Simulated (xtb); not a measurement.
Si(H)2(OMe)(PH2) (CH₇OPSi), SMILES O([SiH2]P)C. All values are semi-empirical tight-binding results from xtb (GFN2-xTB unless named), good for trends rather than for accurate numbers. Coordinates come from a GFN2-xTB optimisation. Other conformers were not sampled.

Optimised geometry:

Bond lengths (Å): Si1–P2 2.249, Si1–O3 1.620, Si1–H5 1.455, Si1–H6 1.468, P2–H7 1.381, P2–H8 1.384, O3–C4 1.396, C4–H9 1.093, C4–H10 1.091, C4–H11 1.094. Bond angles (°): P2–Si1–O3 109.0, P2–Si1–H5 117.4, P2–Si1–H6 105.7, O3–Si1–H5 99.0, O3–Si1–H6 112.6, H5–Si1–H6 113.2, Si1–P2–H7 95.3, Si1–P2–H8 95.8, H7–P2–H8 92.7, Si1–O3–C4 128.6, O3–C4–H9 110.3, O3–C4–H10 108.1, O3–C4–H11 111.0, H9–C4–H10 109.2, H9–C4–H11 108.8, H10–C4–H11 109.3.
Charge 0, spin multiplicity 1.

The orbital gap is 4.70 eV and the zero-point energy comes out as 47.1 kcal/mol. The G − E(el) at 298.15 K (modified RRHO) comes out as 27.2 kcal/mol and the static polarisability (D4 model) comes out as 73.9 bohr³. The solvation energy, GFN2-xTB/ALPB(water) is 0.1 kcal/mol and the solvation energy, GFN2-xTB/ALPB(octanol) is -0.8 kcal/mol.

Computed atomic charges and the Wiberg bond orders between heavy atoms:
charges (e) Si1 0.51, P2 -0.27, O3 -0.36, C4 0.04, H5 -0.06, H6 -0.07, H7 0.03, H8 0.03, H9 0.04, H10 0.05, H11 0.04. Bond orders Si1–P2 0.94, Si1–O3 1.17, O3–C4 0.99.
